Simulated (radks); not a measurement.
The rhodium anion Rh- inside a hard spherical wall (all orbitals vanish at R), configuration held at [Kr] 4d8 5s2 and not refilled when levels cross. Method: scalar-relativistic Kohn-Sham, PBEsol, spin-polarised, spherical densities, finite nucleus; open shells are filled with parallel spins first (spin-orbit coupling, left out, can overturn this in heavy ions); Fermi nuclear charge, rms radius 4.4945 fm; computed with a radial shooting solver on a logarithmic mesh with Libxc functionals. Eigenvalues in eV for spin up, with the zero of energy where the potential of the charges vanishes at infinity; a dash marks a level that is unbound or too diffuse for the functional's potential to be trusted. A positive occupied level is held by the wall or, in an anion where self-interaction has pushed it up, behind a barrier. The pressure on the wall is -dE/dV.

R (bohr)  E (hartree)  kinetic (hartree)    e(4s)    e(4p)   e(4d)   e(5s)  e(5p, empty)  e(6s, empty)  pressure (GPa)
12        -4781.72111           4951.648  -76.900  -44.851  -0.377   0.848         3.417         4.383          0.0162
10        -4781.71722           4951.666  -76.647  -44.596  -0.124   1.072         3.981         6.026          0.0805
8         -4781.70214           4951.732  -76.026  -43.971   0.485   1.647         5.097         9.516           0.530
7         -4781.67980           4951.825  -75.375  -43.320   1.105   2.280         6.166        12.911            1.58
5         -4781.47952           4952.600  -71.886  -39.873   4.300   6.067        11.751        30.146            22.6
4         -4781.00513           4954.327  -66.823  -34.962   8.888  12.589        20.492        55.178             125
3         -4778.99788           4961.328  -54.314  -22.996  21.042  33.936        47.134        123.12            1070
2.5       -4775.51660           4973.316  -40.753   -9.740  35.880  64.675        83.116        205.57            4170
2         -4765.05272           5007.867  -13.279   18.758  69.352  141.65        167.89        383.84           21200
1.5       -4725.72913           5123.373   60.976   99.496  162.73  368.80        404.37        844.28          157000
